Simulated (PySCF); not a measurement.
**[TmSF]− at several levels of theory**

Computed with PySCF 2.14.0 (density fitting, no spin-orbit coupling) at the geometry relaxed with PBE0:

```xyz
3
[TmSF]− (singlet in the valence; each metal's 4f electrons, 13 of them, lie in its core potential, out of spins and levels)
Tm   -0.2012    0.0000   -0.0672
S     2.2397    0.0000    0.7257
F    -2.2528    0.0000    0.5729
```

```tsv
level	basis	state	HOMO (eV)	gap (eV)	charge on Tm1 (e)	population of f-type functions on Tm1 (polarisation alone where 4f lies in the core)	dipole about the centre of mass (D)	largest force component (eV/Å)
PBE0	Tm lcecp-0-SVP with ECP59, S def2-SVP, F def2-SVP	singlet	–	–	0.19	0.02	8.12	0.01
BLYP	the same	singlet	–	–	-0.02	0.02	6.81	0.41
HF	the same	singlet	–	–	0.49	0.02	9.53	0.38
```

In the lcecp rows the 4f levels are missing from HOMO and gap, and the state counts the valence alone.

Charges are Mulliken's, which hang on the basis. The relaxation used the grid (50, 194), these runs (75, 302) or, all-electron (x2c bases, spin-free X2C Hamiltonian), (99, 590).

**Question.** What does PBE0 with Tm lcecp-0-TZVP with ECP59, S def2-TZVP, F def2-TZVP give here?

**Answer.** state singlet, charge on Tm1 (e) 0.72, population of f-type functions on Tm1 (polarisation alone where 4f lies in the core) 0.02, dipole about the centre of mass (D) 8.84, largest force component (eV/Å) 0.27. Time: 4.5 s on 2 threads of Arm Neoverse V2 (shared host), from free ions and atoms.

An lcecp potential fixes the number of 4f electrons, so in runs with it no electron can move into or out of that shell.

Small gap, closed shell not tested for a spin-broken solution: BLYP.
